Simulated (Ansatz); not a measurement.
Input for Ansatz (a first-principles code): U-B3LYP/def2-TZVPPD on O2 (SMILES O=O). The basis file is the Basis Set Exchange's JSON of that set.

Ansatz 0.2 input:
```yaml
crystal:
  periodic: [false, false, false]
  atoms:
    - {symbol: O, position_ang: [0.00000000, -0.00000000, 0.60213308]}
    - {symbol: O, position_ang: [-0.00000000, 0.00000000, -0.60213308]}
basis:
  gaussian:
    orbitals: def2-TZVPPD.json
hamiltonian:
  xc: {name: B3LYP}
magnetization: {spin_polarized: true, initial_magnetization: 2}
```

What total energy does the run end on?

-150.3908 hartree.
